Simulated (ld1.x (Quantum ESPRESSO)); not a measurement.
## In TM: all-electron and pseudo phase curves

- Element: In
- Generator: ld1.x (Quantum ESPRESSO) 7.5
- Type: norm-conserving Troullier–Martins (Kleinman–Bylander form)
- Functional: LDA (PZ)
- Relativity: fully relativistic
- Frozen core: [Kr] 4d10
- Valence charge: 3
- Reference configuration: 5s1 5p2
- Partial waves: 5s (bound): rc 1.80 bohr; 5d channel at -0.05 Ry: rc 2.10 bohr; 5p (bound): rc 2.50 bohr
- Local potential: the p channel
- Core correction: Bessel-smoothed model core inside 1.60 bohr

Open shells are filled in proportion to 2j + 1 (rel_dist='average').

The phase is arctan(r·u′/u) with u = r·R(r), unwrapped; energies in Ry, scanned from -3 to 5 Ry. A pole is an energy at which the radial function vanishes at the test radius. The pseudo phase is shifted by a multiple of π to meet the all-electron one at the reference energy, and phase errors are pseudo minus all-electron; the curves can meet again beyond the range given. Levels narrower than the energy grid can be missing from the lists of poles.

```
channel  radius (bohr)  reference energy (Ry)  poles, all-electron  poles, pseudo  unbroken range about the reference energy with phases within 0.05 rad  phase error 1 Ry above the reference energy (rad)
      s           2.69                  -0.70                 0.69     0.59, 4.34                                                              below 1.4                                             -0.011
   p1/2           2.69                  -0.27                 1.76           1.77                                       not even at the reference energy                                             +0.026
   p3/2           2.69                  -0.24                 1.95           1.77                                       not even at the reference energy                                             -0.024
   d3/2           2.69                  -0.05          -1.44, 4.06    -1.47, 3.70                                                            -1.5 to 1.2                                             -0.021
   d5/2           2.69                  -0.05          -1.37, 4.11    -1.39, 3.75                                                            -1.4 to 1.2                                             -0.019
```

Note: ghost states, extra bound levels that the all-electron valence spectrum of the same l lacks: d3/2 at -21.1 eV, d5/2 at -20.1 eV. A true bound ghost makes a file unfit for plane-wave use.

Phases in the s channel:

| E (Ry) | all-electron | pseudo |
| --- | --- | --- |
| -3.00 | 1.292 | 1.290 |
| -2.76 | 1.271 | 1.268 |
| -2.52 | 1.244 | 1.241 |
| -2.28 | 1.208 | 1.205 |
| -2.04 | 1.159 | 1.155 |
| -1.80 | 1.087 | 1.083 |
| -1.56 | 0.972 | 0.967 |
| -1.32 | 0.765 | 0.758 |
| -1.08 | 0.343 | 0.337 |
| -0.84 | -0.369 | -0.371 |
| -0.60 | -0.933 | -0.933 |
| -0.36 | -1.213 | -1.215 |
| -0.12 | -1.360 | -1.365 |
| 0.12 | -1.450 | -1.458 |
| 0.36 | -1.511 | -1.522 |
| 0.60 | -1.556 | -1.572 |
| 0.84 | -1.593 | -1.615 |
| 1.08 | -1.624 | -1.654 |
| 1.32 | -1.652 | -1.695 |
| 1.56 | -1.679 | -1.742 |
| 1.80 | -1.706 | -1.804 |
| 2.04 | -1.734 | -1.897 |
| 2.28 | -1.765 | -2.074 |
| 2.52 | -1.801 | -2.542 |
| 2.76 | -1.845 | -3.638 |
| 3.00 | -1.901 | -4.244 |
| 3.24 | -1.977 | -4.455 |
| 3.48 | -2.088 | -4.558 |
| 3.72 | -2.266 | -4.620 |
| 3.96 | -2.571 | -4.663 |
| 4.20 | -3.066 | -4.696 |
| 4.44 | -3.611 | -4.723 |
| 4.68 | -3.983 | -4.748 |
| 4.92 | -4.197 | -4.771 |
